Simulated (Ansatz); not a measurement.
C₂H₇ClGeO₂, SMILES `C[O][GeH]([Cl])[O]C`, relaxed with RKS PBE0-D4/def2-TZVP in Ansatz from a GFN2-xTB geometry. The force threshold is 0.005 eV/Å; the program also tests the step.

Charge 0, multiplicity 1.

Start:

```xyz
13

C     0.030    2.052    0.745
O     0.508    1.382   -0.407
Ge   -0.315    0.097   -1.293
Cl    1.117   -0.402   -2.712
O    -0.716   -1.242   -0.231
C     0.165   -2.085    0.488
H    -0.466    1.369    1.439
H     0.898    2.495    1.235
H    -0.669    2.843    0.468
H    -1.697    0.436   -1.777
H     0.881   -1.511    1.082
H    -0.451   -2.691    1.154
H     0.717   -2.741   -0.190
```

| step | energy (eV) | largest force (eV/Å) | largest move (Å) |
| --- | --- | --- | --- |
| 1 | -75309.8254 | 1.132 | 0.000 |
| 2 | -75309.9156 | 0.192 | 0.113 |
| 3 | -75309.9391 | 0.149 | 0.092 |
| 4 | -75309.9505 | 0.187 | 0.076 |
| 5 | -75309.9513 | 0.128 | 0.069 |
| 6 | -75309.9548 | 0.035 | 0.050 |
| 7 | -75309.9550 | 0.087 | 0.052 |
| 8 | -75309.9559 | 0.020 | 0.023 |
| 9 | -75309.9563 | 0.004 | 0.029 |
| 10 | -75309.9565 | 0.060 | 0.068 |
| 11 | -75309.9566 | 0.014 | 0.004 |
| 12 | -75309.9567 | 0.001 | 0.009 |
| 13 | -75309.9567 | 0.004 | 0.021 |
| 14 (rejected) | -75309.9567 | 0.009 | 0.015 |
| 15 | -75309.9567 | 0.001 | 0.007 |

End:

```xyz
13

C     0.038    1.958    0.746
O     0.653    1.271   -0.326
Ge   -0.313    0.108   -1.232
Cl    1.037   -0.616   -2.718
O    -0.822   -1.207   -0.184
C     0.146   -2.004    0.472
H    -0.295    1.273    1.535
H     0.779    2.639    1.169
H    -0.823    2.551    0.416
H    -1.580    0.705   -1.841
H     0.827   -1.400    1.082
H    -0.387   -2.696    1.126
H     0.739   -2.583   -0.243
```

It took 36 s on 2 threads of an AMD EPYC 7R13 on a shared host and a share of an NVIDIA H100 80 GB, with 0.96 GiB of host memory at the peak.
